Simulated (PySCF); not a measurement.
A calculated (revPBE, PySCF 2.14, x2c-TZVPPall, the spin-free X2C one-electron Hamiltonian (Gaussian nucleus)) atom or ion has these occupied shells.

```csv
shell,electrons,orbital energy (eV),"rms radius, mean of both spins (bohr)"
1s β,1,-82889.3,0.0187
1s α,1,-82889.3,0.0187
2s α,1,-14719.3,0.0756
2s β,1,-14719.2,0.0756
2p α,3,-12758.4,0.0694
2p β,3,-12758.4,0.0694
3s α,1,-3521.2,0.193
3s β,1,-3521.1,0.193
3p α,3,-2951.5,0.195
3p β,3,-2951.5,0.195
3d α,5,-2324.6,0.178
3d β,5,-2324.5,0.178
4s α,1,-801.17,0.424
4s β,1,-801.09,0.424
4p α,3,-613.18,0.452
4p β,3,-613.10,0.452
4d α,5,-382.69,0.482
4d β,5,-382.60,0.482
5s α,1,-152.06,0.955
5s β,1,-151.46,0.955
4f α,7,-130.61,0.530
4f β,7,-130.48,0.530
5p α,3,-101.14,1.10
5p β,3,-100.42,1.10
5d α,5,-42.731,1.49
5d β,4,-41.968,1.49
```

(1) Name the element and its charge.

## Answers

(1) Hg³⁺ (mercury, charge +3), in [Xe] 4f14 5d9, 2D determinant.
